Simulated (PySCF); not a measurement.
Isomers of C7H7F3, one GFN2-xTB conformer each. Single-point energies are computed at PBE0/pcSseg-1 (PySCF, gas phase, no added dispersion term), electronic only.

| SMILES | GFN2-xTB relative energy (kcal/mol) |
| --- | --- |
| CC1=CC/1=C(/C)C(F)(F)F | 36.6 |
| C=C1CC[C@H]1C(F)=C(F)F | 23.6 |
| C#CC[C@H](C)C(F)=C(F)F | 40.0 |
| FC(F)[C@@]12C=CC[C@]1(F)C2 | 0.0 |
| C=CC(=C)C(=C)C(F)(F)F | 27.1 |

Conformers: `[CH2:1]=[C:2]1[CH2:3][CH2:4][C@H:5]1[C:6]([F:7])=[C:8]([F:9])[F:10]` with C4–C5–C6–F7 46°; `[CH:1]#[C:2][CH2:3][C@H:4]([CH3:5])[C:6]([F:7])=[C:8]([F:9])[F:10]` with C2–C3–C4–C5 -177°, C3–C4–C6–F7 64°; `[F:1][CH:2]([F:3])[C@@:4]12[CH:5]=[CH:6][CH2:7][C@:8]1([F:9])[CH2:10]2` with F1–C2–C4–C5 73°; `[CH2:1]=[CH:2][C:3](=[CH2:4])[C:5](=[CH2:6])[C:7]([F:8])([F:9])[F:10]` with C1–C2–C3–C4 162°, C2–C3–C5–C6 -45°.

What does PBE0/pcSseg-1 give for the same structures?

| SMILES | PBE0/pcSseg-1 E (Eh) | PBE0/pcSseg-1 (kcal/mol) | GFN2-xTB (kcal/mol) | point group |
| --- | --- | --- | --- | --- |
| FC(F)[C@@]12C=CC[C@]1(F)C2 | -569.77849 | 0.0 | 0.0 | C1 |
| C=CC(=C)C(=C)C(F)(F)F | -569.76719 | 7.1 | 27.1 | C1 |
| CC1=CC/1=C(/C)C(F)(F)F | -569.74292 | 22.3 | 36.6 | Cs |
| C=C1CC[C@H]1C(F)=C(F)F | -569.73392 | 28.0 | 23.6 | C1 |
| C#CC[C@H](C)C(F)=C(F)F | -569.71244 | 41.5 | 40.0 | C1 |

Both levels put the same isomer lowest; measured from each level's own lowest isomer, the values differ by up to 20.0 kcal/mol (C=CC(=C)C(=C)C(F)(F)F: 27.1 against 7.1). As drawn, the lowest has a three-membered ring and a quaternary carbon, which the highest lacks; the highest has a C≡C bond, which the lowest lacks.

Which frontier levels, dipoles and rotational constants go with these structures?

| SMILES | HOMO (eV, PBE0/pcSseg-1) | LUMO (eV) | dipole (D) | A, B, C (MHz) |
| --- | --- | --- | --- | --- |
| FC(F)[C@@]12C=CC[C@]1(F)C2 | -7.37 | -0.07 | 2.57 | 2061, 1121, 975.6 |
| C=CC(=C)C(=C)C(F)(F)F | -6.98 | -1.38 | 2.48 | 2153, 1009, 865.1 |
| CC1=CC/1=C(/C)C(F)(F)F | -6.32 | -0.61 | 5.25 | 2556, 804.7, 690.5 |
| C=C1CC[C@H]1C(F)=C(F)F | -7.16 | -0.14 | 2.08 | 2361, 807.6, 783.8 |
| C#CC[C@H](C)C(F)=C(F)F | -7.23 | 0.65 | 2.10 | 1476, 1083, 831.5 |
